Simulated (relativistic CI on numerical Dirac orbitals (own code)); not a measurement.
Radial parameters of Ce⁵²⁺

These numbers are calculated, not measured: Dirac-Coulomb-Breit CI, orbitals from a KLI potential per configuration, model QED (radiative potential, 1s self-energy scaled to tabulated hydrogen-like ionisation energies), unscaled Slater integrals (own radial code, finite nucleus).

Slater integrals F^k, G^k are unscaled and averaged over j, outside the closed core 1s2; ζ comes from projecting the Hamiltonian with its Breit term on Σ l·s of the shell.

- 2s2.2p2: F^2(2p,2p) = 1.0863e+06, ζ(2p) = 2.6099e+06 cm⁻¹; <r>(2p) = 0.08726, <r^2>(2p) = 0.009236 (bohr units).
- 2s.2p3: F^2(2p,2p) = 1.0852e+06, G^1(2s,2p) = 1.1524e+06, ζ(2p) = 2.6005e+06 cm⁻¹; <r>(2s) = 0.1004, <r^2>(2s) = 0.01189, <r>(2p) = 0.08736, <r^2>(2p) = 0.009256 (bohr units).
- 2p4: F^2(2p,2p) = 1.0833e+06, ζ(2p) = 2.5912e+06 cm⁻¹; <r>(2p) = 0.0875, <r^2>(2p) = 0.009287 (bohr units).

Averages of the first 10 configurations, taken without configuration mixing, which lowers the lowest level and can move excited configurations by several eV; other configurations of the list can lie among them:

```csv
Configuration,Parity,States,Average energy above the lowest level (eV)
2s2.2p2,even,15,639.8
2s.2p3,odd,40,1177.4
2p4,even,15,1762.2
2p3.3s,odd,40,7324.3
2p3.3p,even,120,7481.3
2p3.3d,odd,200,7613.1
2s2.2p.3s,odd,12,6262.4
2s2.2p.3p,even,36,6427.3
2s2.2p.3d,odd,60,6559.3
2s.2p2.3s,even,60,6769.6
```
